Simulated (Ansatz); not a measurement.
`CC(F)(F)[SiH3]` → `CC(F)F` + `[SiH2]` at 298.15 K and 1 bar (silylene formation by 1,1-elimination).

Computed with Ansatz on PBE0-D4/def2-TZVP structures; ΔE is electronic, products minus reactants. CCSD(T)/CBS is the MP2 limit (def2-TZVPP, def2-QZVPP) plus CCSD(T) − MP2 in def2-TZVPP, frozen cores. This one scheme is used for every species.

| species | CCSD(T)/CBS energy (Eh) | H − E (kJ/mol) | S (J/(mol·K)) |
| --- | --- | --- | --- |
| `CC(F)(F)[SiH3]` | -568.36544 | 214.9 | 334.4 |
| `CC(F)F` | -278.09861 | 172.9 | 281.1 |
| `[SiH2]` | -290.19011 | 40.6 | 207.5 |

H − E and S are ideal-gas, rigid-rotor, harmonic terms from PBE0-D4/def2-TZVP. 1 Eh = 2625.50 kJ/mol, R = 8.31446 J/(mol·K).

By hand: ΔE, ΔH, ΔS and ΔG.

ΔE = (-278.09861) + (-290.19011) − (-568.36544) = 0.07672 Eh = 201.4 kJ/mol. Δ(H − E) = 172.9 + 40.6 − 214.9 = -1.4, so ΔH = 200.0 kJ/mol. ΔS = 281.1 + 207.5 − 334.4 = 154.2 J/(mol·K). ΔG = 200.0 − 298.15 × (154.2)/1000 = 154.0 kJ/mol.

By hand: the equilibrium constant, and the temperature at which ΔG would vanish if ΔH and ΔS stayed fixed.

log₁₀ K = −ΔG/(RT ln 10) = -27.0. ΔG = 0 at ΔH/ΔS = 1297 K.

The number of gas molecules changes by +1, which sets the sign of ΔS. A doubt of 5 kJ/mol in ΔE shifts log₁₀ K by 0.9 here. These are equilibria of isolated gas molecules and say nothing of rates. Largest T1 diagnostic: 0.014 (customary marks: 0.02 for closed shells, 0.045 for open ones).
